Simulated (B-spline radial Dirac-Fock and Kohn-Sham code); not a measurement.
Ca: input and output of one calculation

ΔSCF core binding energies without Breit or QED terms, calculated with an atomic code on a B-spline grid. Keys: rel is the Hamiltonian (dirac, or spin-free x2c and nr, where L3 and M5 stand for the whole 2p and 3d shells), method is hf or an exchange,correlation pair (spin-unpolarised, also for the hole states), nuc the nuclear model, radius_factor scales its radius, rmax is the box in bohr, h the logarithmic mesh step, order the B-spline order, points the quadrature points per cell, c_factor scales the speed of light, and damp, ndamp, maxit and tol steer the iteration. The run stops when the commutator error falls below 10·tol·max(1, Z/10), or the numerical noise floor, and the energy has settled to about 1e-8 Ha; the virial ratio is −V/T.

Input (task.json):

```json
{"items": [{"Z": 20, "q": 0, "cfg": [[1, 0, 2], [2, 0, 2], [2, 1, 6], [3, 0, 2], [3, 1, 6], [4, 0, 2]], "A": 40, "rrms": 3.4776, "do": "settings", "holes": ["K", "L3", "M5"],
  "settings": [{"rel": "dirac", "method": "hf", "nuc": "fermi", "radius_factor": 1.0, "rmax": 45.0, "h": 2.0, "order": 8, "points": 10, "c_factor": 1.0, "maxit": 94, "damp": 0.5, "ndamp": 3, "tol": 1e-08}]}]}
```

Command: `python xray2_run.py task.json out`

Ground-state iterations:

```
iter   energy (Ha)        error
   1     -605.33779078  3.47e+00
   2     -609.13470982  1.92e-01
   3     -609.18005108  8.88e-02
   4     -609.19226762  4.13e-02
   5     -609.19779862  6.19e-03
   6     -609.19809479  1.87e-03
   7     -609.19812672  1.13e-04
   8     -609.19812697  2.60e-05
   9     -609.19812698  3.27e-06
  10     -609.19812698  3.75e-07
  11     -609.19812698  2.79e-08
```

The ground state converged in 11 iterations, with total energy -609.19813 Ha, virial ratio 2.44918 and highest orbital energy -5.51 eV. ΔSCF binding energies: K (1s) 3693.0 eV, L3 (2p3/2) 401.8 eV. Holes are computed only in closed shells, and unreliable hole states are left out.

Task: One setting is unsound. Which, and why?

Result: h is too large to resolve the orbitals. With the default settings (Dirac Hartree-Fock): The ground state converged in 11 iterations, with total energy -679.71013 Ha, virial ratio 1.99130 and highest orbital energy -5.34 eV. ΔSCF binding energies: K (1s) 4052.4 eV, L3 (2p3/2) 357.2 eV. Holes are computed only in closed shells, and unreliable hole states are left out.
